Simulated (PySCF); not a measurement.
S8, SMILES S1SSSSSSS1. Atoms are numbered in the order given.

```xyz
8

S      0.0865    -1.8666     1.7174
S     -1.0467    -1.6263     0.0000
S      0.0865    -1.8666    -1.7174
S      0.9831     0.0595    -2.0799
S     -0.5672     1.4088    -1.7353
S      0.0420     2.4229     0.0000
S     -0.5672     1.4088     1.7353
S      0.9831     0.0595     2.0799
```

The structure is a stationary point at B3LYP-D3(BJ)/def2-SVP.

Method: HF/pcSseg-1 (PySCF).

GIAO shieldings, no solvent; atoms listed in one row are averaged. δ = σ(ref) − σ: ³³S against H2S (σ = 725.2 ppm), references at their B3LYP-D3(BJ)/def2-TZVP geometries, non-relativistic.

Estimate the chemical shifts. (The exact figures need the calculation; the answer reports its results.)


```csv
nucleus,atoms,count,δ (ppm)
³³S,S6,1,506.9
³³S,"S8, S4",2,469.5
³³S,"S7, S5",2,444.1
³³S,"S1, S3",2,442.6
³³S,S2,1,372.2
```
